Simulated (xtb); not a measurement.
In(H)2(OMe) (CH₅InO), SMILES C[O][InH2]. All values are semi-empirical tight-binding results from xtb (GFN2-xTB unless named), good for trends rather than for accurate numbers. Geometry: GFN2-xTB.

For metal compounds this method's bond lengths and energies can be far off.

Computed properties:
```
Quantity                                       Value
-------------------------------------  -------------
point group as xtb finds it                       Cs
orbital gap                                  3.84 eV
zero-point energy                      30.7 kcal/mol
G − E(el) at 298.15 K (modified RRHO)  11.8 kcal/mol
```
